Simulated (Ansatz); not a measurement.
A structure relaxed at r2SCAN-D4/def2-SVP in Ansatz, charge 0, singlet:

Cartesian coordinates in Å:
```
Fe -0.427 -0.822 0.464
Fe -0.290 1.490 -0.224
Fe 1.015 -0.180 -1.028
S -1.044 -0.110 -1.497
S -0.650 -2.756 0.776
S 1.828 1.581 -0.263
S -0.431 0.796 1.772
```

(1) Give its formula.

(2) Summarise the bond lengths by kind (pairs closer than 1.2 times the sum of covalent radii, bridged metal pairs left out).

Answers

(1) Fe₃S₄.

(2) 8 × Fe–S 1.97 to 2.18 Å.

Another isomer (singlet) lies 0.83 eV lower at PBE0-D4/def2-TZVP; other spin states weren't run for this one.
